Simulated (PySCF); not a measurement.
**Sr: ionisation energy**

Sr [Kr] 5s2 (1S) → Sr⁺ [Kr] 5s1 (2S), as a difference of total energies. Calculation: PySCF 2.14, in def2-TZVP with the def2 core potential (28 electrons); a scalar-relativistic core potential. Correlated levels: valence: 4s2 4p6 frozen. The calculations carry no spin-orbit coupling.

```json
{"method": "UHF", "ionisation energy (eV)": "4.744", "error (eV)": "-0.951"}
{"method": "B3LYP", "ionisation energy (eV)": "5.765", "error (eV)": "+0.070"}
{"method": "TPSS", "ionisation energy (eV)": "5.592", "error (eV)": "-0.103"}
{"method": "MP2 (valence)", "ionisation energy (eV)": "5.217", "error (eV)": "-0.478"}
{"method": "SCS-MP2 (valence)", "ionisation energy (eV)": "5.312", "error (eV)": "-0.383"}
{"method": "CCSD (valence)", "ionisation energy (eV)": "5.443", "error (eV)": "-0.252"}
```

Reference: 5.695 eV (measured; NIST Atomic Spectra Database, ionization energies).

Errors of the correlated levels include the incompleteness of this basis and the frozen core.

With two correlated electrons CCSD is exact in that space.
